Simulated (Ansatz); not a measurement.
Input for Ansatz (a program for electronic structure): U-CCSD(T)/cc-pV(T+d)Z on H4Si2 (SMILES [SiH][SiH3]), a point of a bond scan (R = 4.766 Å). Files ending in .json are basis or fitting sets from the Basis Set Exchange.

Ansatz 0.2 input:
```yaml
crystal:
  periodic: [false, false, false]
  atoms:
    - {symbol: Si, position_ang: [-0.00338560, 1.03723858, 0.82594973]}
    - {symbol: H, position_ang: [-0.44386711, 1.86151131, -0.37737098]}
    - {symbol: Si, position_ang: [0.02918721, -0.89103927, -0.59790228]}
    - {symbol: H, position_ang: [3.07003255, -0.15348564, -4.19242791]}
    - {symbol: H, position_ang: [-1.32621922, -1.10029411, -1.17841082]}
    - {symbol: H, position_ang: [0.42941234, -2.14745382, 0.08430899]}
basis:
  gaussian:
    orbitals: cc-pV_T+d_Z.json
correlation: {method: ccsd_t, electrons: outside_noble_gas}
scf: {omitted_lower_state_checks: [cluster_reference]}
magnetization: {spin_polarized: true, initial_magnetization: 0}
```

Program output:

```
WARN ansatz: RAYON_NUM_THREADS=1 ignored (pool sized by the plan → 1); use --threads N
Functional definition: HF
these checks for a lower state are left out or cut short: cluster_reference
integrals: 0.41 GiB planned
775 factors; integrals over basis functions are off by at most 7.5e-4 eV
mean field: 0.36 GiB planned
mean field evaluation 1: about -15776.1174 eV, gradient 1.3e1 eV
mean field evaluation 2: about -15776.1167 eV, gradient 1.3e1 eV
mean field evaluation 4: about -15778.1903 eV, gradient 7.7e0 eV
mean field evaluation 8: about -15779.6842 eV, gradient 2.0e-1 eV
mean field evaluation 16: about -15779.6830 eV, gradient 1.2e-2 eV
mean field evaluation 32: about -15779.7182 eV, gradient 4.6e-1 eV
mean field evaluation 64: about -15783.8291 eV, gradient 1.1e-4 eV
mean field evaluation 96: about -15783.3193 eV, gradient 8.7e-2 eV
mean field evaluation 128: about -15782.9776 eV, gradient 3.4e0 eV
mean field evaluation 160: about -15779.6830 eV, gradient 9.6e-6 eV
mean field -15783.82906823 eV, -580.0450195940 hartree, gradient 2.1e-6 eV, S^2 1.426557; 11 other end points of the search recorded, 0 dependent functions left out
10 core orbitals not correlated
reference -15783.82906823 eV, -580.0450195940 hartree; 6, 6 occupied and 118, 118 virtual orbitals, 775 factors
second order -5.33461676 eV of doubles, -0.00000000 eV of singles
coupled cluster: 1.41 GiB planned
cycle   1  -6.13336704 eV  change   -8.0e-1 eV  update   9.0e-2
cycle   2  -6.51635576 eV  change   -3.8e-1 eV  update   4.7e-2
cycle   3  -6.58379712 eV  change   -6.7e-2 eV  update   3.0e-2
cycle   4  -6.61970391 eV  change   -3.6e-2 eV  update   2.2e-2
cycle   5  -6.65218502 eV  change   -3.2e-2 eV  update   1.2e-2
cycle   6  -6.66413703 eV  change   -1.2e-2 eV  update   5.3e-3
cycle   7  -6.66783539 eV  change   -3.7e-3 eV  update   2.6e-3
cycle   8  -6.66954728 eV  change   -1.7e-3 eV  update   1.3e-3
cycle   9  -6.66926591 eV  change    2.8e-4 eV  update   7.3e-4
cycle  10  -6.66932400 eV  change   -5.8e-5 eV  update   5.0e-4
cycle  11  -6.66957908 eV  change   -2.6e-4 eV  update   3.7e-4
cycle  12  -6.66962442 eV  change   -4.5e-5 eV  update   2.4e-4
cycle  13  -6.66951719 eV  change    1.1e-4 eV  update   1.2e-4
cycle  14  -6.66941629 eV  change    1.0e-4 eV  update   5.7e-5
cycle  15  -6.66940542 eV  change    1.1e-5 eV  update   2.5e-5
cycle  16  -6.66941232 eV  change   -6.9e-6 eV  update   1.5e-5
cycle  17  -6.66941473 eV  change   -2.4e-6 eV  update   1.1e-5
cycle  18  -6.66940879 eV  change    5.9e-6 eV  update   8.2e-6
cycle  19  -6.66939936 eV  change    9.4e-6 eV  update   6.2e-6
coupled cluster: 1.42 GiB planned
perturbative correction -0.28895560 eV, -0.0106189225 hartree
Total energy: -15790.78742319 eV, -580.3007344222 hartree
Checks for a lower state left out: cluster_reference
```

The run converged. Its determinant has ⟨S²⟩ = 1.43, a mixture of spin states.

Cost: around 30 core-seconds (rough).
